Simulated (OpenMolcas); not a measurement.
An atom or ion with 30 electrons was computed by MS-CASPT2, IPEA 0.25 Eh, imaginary shift 0.1 Eh with spin-orbit coupling (OpenMolcas, ANO-RCC-VTZP, DKH2). The lowest levels that the run gave, each within 12 % of the measured value where one is at hand:

```json
{"J": "0", "Parity": "even", "E (cm⁻¹)": "0.0", "g": ""}
{"J": "0", "Parity": "odd", "E (cm⁻¹)": "73240", "g": ""}
{"J": "1", "Parity": "odd", "E (cm⁻¹)": "74260", "g": "1.501"}
{"J": "2", "Parity": "odd", "E (cm⁻¹)": "76460", "g": "1.501"}
{"J": "1", "Parity": "odd", "E (cm⁻¹)": "113910", "g": "1.001"}
```

Which ion is it, and what are the configurations and terms?

As³⁺ (Z = 33, charge +3; active space 2 electrons in 8 orbitals (4s 4p 5s 5p)). J, parity and g give the terms where levels are pure, and mixed ones are named by the computed weights; the size of the splittings, set against known spectra of the 30-electron sequence, gives the charge. In order, with the measured energies in cm⁻¹ (Moore, Atomic Energy Levels, vol. II, NSRDS-NBS 35 (1971 reprint of NBS Circular 467, 1952)): 4s² ¹S₀, 4s 4p ³P°₀, 4s 4p ³P°₁ (76962), 4s 4p ³P°₂ (79492), 4s 4p ¹P°₁ (112022).

Over all roots computed the reference weight is 0.92 to 0.99; the roots of lowest weight are the least certain, and an intruder state may touch them. Active for correlation alone: 5p 5s; no level in the range computed is led by a configuration that fills them, so any true level of that kind is missing. Measured partners are found by configuration, term and J. A level has none where our copy of the source lacks it or the pairing is in doubt (some pairs that miss far off the trend of their configuration count as doubtful), and it then counts in no deviation. Only configurations of the active space appear.

° marks odd parity.
